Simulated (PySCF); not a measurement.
**Mayer bond orders and bond lengths**

Compound: C8H10FOP.
Atom-mapped SMILES: `[CH2:1]=[CH:2][C:3]1=[C:4]([CH3:5])[P@@H:6](=[O:7])[C:8]([CH3:9])=[C:10]1[F:11]` (hydrogens: H12, H13 on C1; H14 on C2; H15, H16, H17 on C5; H18 on P6; H19, H20, H21 on C9)

Cartesian coordinates in Å at the GFN2-xTB level; atoms count from 1:
```xyz
21
C8H10FOP angstrom
C      2.5934    1.7134   -0.5351
C      2.1597    0.5687   -0.0184
C      0.7754    0.1488    0.1021
C      0.3901   -1.1431    0.2446
C      1.2344   -2.3663    0.2759
P     -1.4214   -1.2314    0.3107
O     -2.0724   -1.9561    1.4012
C     -1.6004    0.5706    0.2197
C     -2.8943    1.3006    0.2752
C     -0.3642    1.0770    0.1119
F     -0.1438    2.4015    0.0606
H      1.9350    2.4699   -0.9234
H      3.6472    1.9262   -0.5948
H      2.8776   -0.1641    0.3275
H      2.0706   -2.2522    0.9657
H      1.6426   -2.5863   -0.7121
H      0.6265   -3.2106    0.5996
H     -1.7865   -1.6847   -0.9594
H     -3.3650    1.3212   -0.7092
H     -2.7450    2.3267    0.6073
H     -3.5685    0.7871    0.9601
```

Bond orders from the PBE0/pcSseg-1 density (PySCF). One conformer (not necessarily the lowest) at the GFN2-xTB geometry, without solvent, vibrations or thermal averaging.

Task: Where do the orders between heavy atoms depart from those drawn in the SMILES?

Result: The largest departure is 0.358, at C3–C4 (drawn double, 1.642). Drawn single, order above 1.12: C2–C3 (1.131). Drawn single, order below 0.88: C4–P6 (0.830) and P6–C8 (0.817). Drawn double or triple, more than 0.30 short of the drawn order: C3–C4 (1.642).

Task: Set the Mayer orders of the bonds between heavy atoms beside their lengths.

Result: 
```tsv
bond	drawn as	length (Å)	Mayer order
C1–C2	double	1.329	1.918
C2–C3	single	1.452	1.131
C3–C4	double	1.356	1.642
C4–C5	single	1.487	1.119
C4–P6	single	1.815	0.830
P6–O7	double	1.462	1.911
P6–C8	single	1.813	0.817
C8–C9	single	1.487	1.071
C8–C10	double	1.340	1.714
C10–F11	single	1.344	0.943
C10–C3	single	1.470	1.025
```

By pair of heavy elements: C–C: lowest C10–C3 (1.025, 1.470 Å), highest C1–C2 (1.918, 1.329 Å); in 2 of the 21 pairs the longer bond (by over 0.003 Å) has the higher order (by 0.02 or more). C–P: all 2 within 0.02 of one another (0.817 to 0.830).

Task: And the bonds to hydrogen?

Result: C–H: 0.94 to 0.96 (9 bonds); H–P: 0.91 (1 bond).

Task: Sum the orders of all bonds at each heavy atom with more than one neighbour and set the sums beside the valence in the SMILES.

Result: C1 3.805 (drawn 4), C2 3.991 (drawn 4), C3 3.798 (drawn 4), C4 3.591 (drawn 4), C5 3.933 (drawn 4), P6 4.469 (drawn 5), C8 3.602 (drawn 4), C9 3.918 (drawn 4), C10 3.682 (drawn 4). Orders between atoms that aren't bonded are not in these sums.

Mayer orders depend on the basis set.

These values come from a run that also computed NMR shieldings. Time: 68 s of wall time (grids of density and orbitals included); peak memory 1.1 GiB. Hardware: Arm Neoverse V2, one thread (shared host).
